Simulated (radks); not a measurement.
Spherical quantum dot in the effective-mass picture: electrons in a parabolic well V = omega^2 r^2 / 2 with omega = 0.18, all in effective atomic units (hartree* = m*/eps^2 hartree, bohr* = eps/m* bohr), one dielectric constant everywhere. Calculated with a radial shooting solver with Libxc functionals: non-relativistic Kohn-Sham, LDA (Slater exchange, Perdew-Wang correlation), spin-polarised, spherical densities. Levels are named by radial order and angular momentum (1s, 1p, 1d, 2s, ...), and open shells are averaged over m.

N = 7, configuration 1s2 1p(up 3, down 2). This is the lowest configuration that the search found. Occupied and some empty levels:

level,occupation,eigenvalue (hartree*),<r> (bohr*)
1s up,1,1.5775,4.040
1s down,1,1.5872,4.041
1p up,3,1.6569,4.816
1p down,2,1.6665,4.837
1d up,0,1.7556,5.396
1d down,0,1.7643,5.422
2s up,0,1.7998,4.593
2s down,0,1.8062,4.602
1f up,0,1.8684,5.883
1f down,0,1.8761,5.910

Energy (hartree*): total 7.03534, kinetic 0.76835, external 2.6391, Hartree 4.7787, exchange-correlation -1.1508.

Electron density:

r (bohr*),n(r) (e/bohr*^3)
0.435,0.005798
0.920,0.006347
1.41,0.007172
1.89,0.008107
2.38,0.008943
2.86,0.009470
3.35,0.009517
3.83,0.008993
4.31,0.007928
4.80,0.006464
5.28,0.004841
5.77,0.003308
6.25,0.002052
6.74,0.001152
7.22,0.0005845
7.71,0.0002678
8.19,0.0001108
8.68,0.00004162
9.16,0.00001413
9.65,4.340e-06
